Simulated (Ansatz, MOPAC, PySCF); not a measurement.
Pair of molecules: CH4 (SMILES C) (first 5 atoms) with CH6Si (SMILES C[SiH3]); geometry from B3LYP-D3(BJ)/def2-TZVP, rigid monomers moved along the line of their centres of mass till C1···Si7 is 3.53 Å.
(charge 0, multiplicity 1):
| atom | x (Å) | y (Å) | z (Å) |
|---|---|---|---|
| C | -0.0874 | 0.0124 | 0.3210 |
| H | -0.3336 | -0.4011 | -0.6560 |
| H | 0.5725 | -0.6746 | 0.8487 |
| H | 0.4121 | 0.9719 | 0.1923 |
| H | -1.0019 | 0.1511 | 0.8959 |
| C | 0.5704 | 1.1407 | 3.5843 |
| Si | -0.2327 | -0.5393 | 3.8074 |
| H | 0.6576 | 1.3918 | 2.5264 |
| H | 1.5713 | 1.1532 | 4.0198 |
| H | -0.0189 | 1.9202 | 4.0707 |
| H | -1.5939 | -0.5532 | 3.2189 |
| H | -0.3467 | -0.8741 | 5.2484 |
| H | 0.5703 | -1.5972 | 3.1475 |

Counterpoise-corrected where a basis set is named; no monomer relaxation. Rows marked so take none.

Frozen-core correlation. Rows in 6-311+G**, 6-31G* carry no dispersion term and start afresh at each structure (6-31G* with six Cartesian d functions). MP2/6-31G* freezes PySCF's default core. The state that AM1, PM7 reach isn't checked; PM7 holds dispersion and hydrogen-bond terms.

Programs: Ansatz (a quantum-chemistry and plane-wave program) with Gaussian orbitals; MOPAC for AM1, PM7 (differences of heats of formation); PySCF for 6-311+G** rows, 6-31G* rows, the dispersion terms. 

Other levels give for the interaction energy: PBE/def2-TZVPPD 0.95; B3LYP/def2-TZVPPD 2.04; B3LYP-D3(BJ)/def2-TZVPPD -0.44; wB97M-V/def2-TZVPPD -0.38; CCSD(T)/aug-cc-pV(D+d)Z 0.23 kcal/mol.

Common cheap choices:

| level | interaction energy (kcal/mol) |
|---|---|
| AM1 | 1.53 |
| PM7 | 3.16 |
| HF/6-31G* | 2.90 |
| HF/6-31G* (no counterpoise) | 2.66 |
| B3LYP/6-31G* (no counterpoise) | 1.65 |
| B3LYP/6-311+G** (no counterpoise) | 2.07 |
| M06-2X/6-31G* (no counterpoise) | -1.00 |
| MP2/6-31G* (no counterpoise) | 0.64 |
